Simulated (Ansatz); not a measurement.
Species: sum formula Si$_{2}$H$_{5}$F (charge 0, singlet). 
Structure (B3LYP-D3(BJ)/def2-TZVP (Ansatz, a quantum-chemistry and plane-wave program) minimum search):
```
Si
F 1 1.6136
H 1 1.4817 2 107.62
H 1 1.4817 3 108.93 2 -116.40
Si 1 2.3467 3 111.48 4 -123.43
H 5 1.4821 1 110.61 3 -179.60
H 5 1.4821 6 109.25 1 -121.98
H 5 1.4841 6 108.99 7 -119.00
```
Charge 0, spin multiplicity 1.

Property: atomisation energy (electronic, to ground-state atoms), in kcal/mol. Cores are frozen in the correlated levels unless marked. Open shells are spin-unrestricted. No spin-orbit coupling. No relativistic terms. The coupled-cluster limit lacks core correlation, which all-electron functionals hold. CBS(X,Y): correlation extrapolated as X^-3; Hartree-Fock from the larger set (for Q and 5 zeta extrapolated as (X+1)exp(-9√X)).

```csv
level,program,atomisation energy (kcal/mol)
HF/6-31G*,Ansatz,443.0
```

Task: What does CCSD(T)/CBS(cc-pV(Q+d)Z,cc-pV(5+d)Z) (Ansatz) give?

Result: 592.2 kcal/mol, so HF/6-31G* differs from it by -149.2 kcal/mol.
